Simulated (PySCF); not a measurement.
Bond length, frequency and bond energy of InN⁺ by level of theory

State: ⁴Σ⁻ (quartet), unpaired electrons σ ↑, π ↑↑. Set-up: basis In def2-TZVPPD with ECP28, N def2-TZVPPD; scalar-relativistic core potentials; PySCF 2.14. De refers to In⁺ + N in their high-spin ground configurations, without counterpoise correction. The functionals are run spin-unrestricted. A positive dipole points towards N; it is taken about the centre of mass and depends on that origin. Levels whose curve was spin-contaminated or gave no clean fit are not listed.

```csv
Level,Re (Å),ωe (cm⁻¹),De (eV),μ (D),"CPU s a point (SCF and correlation, without the integrals)"
UHF-MP2,3.167,76.7,0.089,n/a,2
UHF-CCSD,3.224,68.8,0.077,n/a,n/a
UHF-CCSD(T),3.162,72.4,0.086,n/a,98
PBE,2.669,121,0.191,-0.20,1.2
revPBE,2.859,85.9,0.115,-0.35,0.76
BLYP,2.772,105,0.140,-0.28,0.75
r²SCAN,2.702,118,0.163,-0.11,1.9
r²SCANh,2.764,111,0.143,-0.19,2.5
PBE0,2.841,100,0.127,-0.37,2.5
B97-3,3.004,89.9,0.102,-0.61,1.4
M06,2.801,136,0.155,-0.32,2.3
CAM-B3LYP,2.902,95.8,0.112,-0.46,3.5
```

The bond length runs from 2.669 Å (PBE) to 3.224 Å (UHF-CCSD). De spans 0.08 eV (UHF-CCSD, coupled cluster) to 0.19 eV (PBE, GGA).

Correlated steps freeze 5 core orbitals. The bond is weak. Basis-set superposition, not corrected here, can be much of De in a small basis, most of all at correlated wavefunction levels. These are scalar-relativistic numbers at best; spin–orbit coupling would shift them, the dissociation energy most. For an ion De counts to the pair picked by the measured ionisation energies or electron affinities, which need not be the lowest pair at this level. The state was picked by a PBE0 search and need not be the measured ground state.

The whole job (state search and all levels along the bond) took about 10 min on 2 threads of Arm Neoverse V2 (shared host), peak memory 3.6 GiB.
